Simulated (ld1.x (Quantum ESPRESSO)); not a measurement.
## Reading a pseudo-wave (F)

Columns: radius, all-electron u(r) and pseudo u(r) of the 2s shell (level -47.07 eV) of fluorine in the configuration [He] 2s2 2p4; LDA (PZ), scalar-relativistic, TM scheme, ld1.x (Quantum ESPRESSO) 7.5.

```csv
r (bohr),all-electron,pseudo
0.042,0.3602,-0.0507
0.085,0.4687,-0.1038
0.128,0.4240,-0.1593
0.170,0.2990,-0.2171
0.212,0.1350,-0.2795
0.255,-0.0465,-0.3494
0.298,-0.2251,-0.4261
0.340,-0.3873,-0.5077
0.382,-0.5324,-0.5947
0.425,-0.6609,-0.6865
0.467,-0.7662,-0.7739
0.510,-0.8541,-0.8553
0.552,-0.9217,-0.9217
0.595,-0.9738,-0.9738
0.638,-1.0107,-1.0107
0.680,-1.0337,-1.0337
0.722,-1.0455,-1.0455
0.765,-1.0478,-1.0478
0.807,-1.0420,-1.0420
0.850,-1.0292,-1.0292
0.892,-1.0112,-1.0112
0.935,-0.9881,-0.9881
0.977,-0.9621,-0.9621
1.020,-0.9327,-0.9327
1.062,-0.9019,-0.9019
1.105,-0.8688,-0.8688
```

How many radial nodes do the two functions have?

The all-electron 2s function has n − l − 1 = 1; the pseudo-wave has 0, since the states of the same l below it are removed with the core.

At about which radius was the pseudo-wave matched?

0.60 bohr. The columns agree to 0.0005 from 0.55 bohr on; several derivatives are matched, so the curves merge somewhat inside the radius.

Where does each function peak?

Outermost all-electron maximum near 0.77 bohr, pseudo maximum near 0.77 bohr (to the table’s step).

Is the pseudo-wave norm-conserving?

Yes: the TM scheme keeps the norm inside the radius equal to the all-electron one, which fixes the energy derivative of the logarithmic derivative at the level.
